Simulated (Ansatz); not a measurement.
Basis-set extrapolation for ClH7O2Si3, SMILES `[SiH3]O[SiH](Cl)O[SiH3]` (PBE0-D4/def2-TZVP geometry, frozen core, the Gaussian-basis code of Ansatz). Multiplicity 1, RHF reference.

```
                       def2-TZVPP    def2-QZVPP
                 HF  -1480.481517  -1480.530942
    MP2 correlation     -1.018756     -1.105393
CCSD(T) correlation     -1.122728       not run
```

Energies in hartree. Use E(X) = E(∞) + A·exp(−7.88·√X) for Hartree–Fock and E(X) = E(∞) + B·X^(−2.97) for correlation, with X = 3 and 4, and add CCSD(T) minus MP2 of the smaller set to the MP2 limit.

Task: What is the CCSD(T) energy at the basis-set limit?

Result: HF limit: -1480.530942 + (-0.049425) × 0.13774 = -1480.53775. MP2 limit: -1.105393 + (-0.086637) × 0.74074 = -1.16957. Higher-order term: -1.122728 − (-1.018756) = -0.10397. Total: -1481.81129 hartree, 129.9 kcal/mol below CCSD(T)/def2-TZVPP.
